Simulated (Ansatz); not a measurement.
**Which is lower?**

The two ends of one reaction step of BSiH6OF, closed shell (PBE0-D4/def2-TZVP).

A:

```xyz
10
angstrom
B -1.3116 0.8656 -0.0013
F -0.8959 -2.5961 0.4312
H -2.4235 0.4555 0.1528
H -1.0619 2.0249 -0.1828
H -0.7602 -1.6797 0.2965
O -0.2982 -0.0362 0.0332
Si 1.3559 0.2000 -0.1471
H 2.0037 -0.2743 1.0946
H 1.7885 -0.6041 -1.3102
H 1.6032 1.6442 -0.3670
```

B:

B1  (-1.449, 0.040, -0.150)
F2  (-1.670, -1.160, -0.784)
H3  (-2.273, 0.345, 0.675)
H4  (-1.028, 0.929, -0.872)
H5  (-0.089, -1.113, 1.182)
O6  (-0.060, -0.254, 0.749)
Si7  (1.357, 0.218, -0.067)
H8  (2.457, -0.412, 0.705)
H9  (1.337, -0.281, -1.455)
H10  (1.417, 1.688, 0.016)
(Å)

Computed with Ansatz 0.2.0 (basis: def2-TZVPP); correlated methods freeze the cores. B3LYP uses VWN-RPA correlation.

Which structure is lower at CCSD(T), and by how much? (Judge from chemistry; the value comes from the calculation.)

By the calculation: B, by 0.123 eV (electronic energy, against the other). By their contacts, A is a complex of BSiH₅O ([BH2][O][SiH3]) + HF and B is BSiH₆OF ([F][BH2][OH][SiH3]).

Do the other methods give the same order? (Judge from chemistry; the calculation decides.)

Computed: Not all: HF gives the other order.

```csv
method,E(B) − E(A) (eV)
SPW92,-0.399
PBE-D4,-0.170
BLYP-D4,-0.042
r2SCAN-D4,-0.217
B97M-V,-0.197
PBE0-D4,-0.182
B3LYP-D4,-0.072
r2SCAN0-D4,-0.213
BHLYP-D4,-0.094
CAM-B3LYP-D4,-0.126
wB97X-V,-0.164
wB97M-V,-0.179
B2PLYP,-0.074
PBE-QIDH,-0.175
RPA on PBE,-0.102
HF,0.050
MP2,-0.112
CCSD,-0.106
CCSD(T),-0.123
```

T1 diagnostic: at most 0.012.

Labels in which every atom is bracketed show which atoms are joined, not bond orders.

For scale, one of the runs: CCSD(T)/def2-TZVPP, 219 basis functions (an equivalent command: `ansatz run in.yaml --threads 4`). The run took 50 s on 4 CPU threads (shared host), with 3.4 GiB of host memory at its peak.
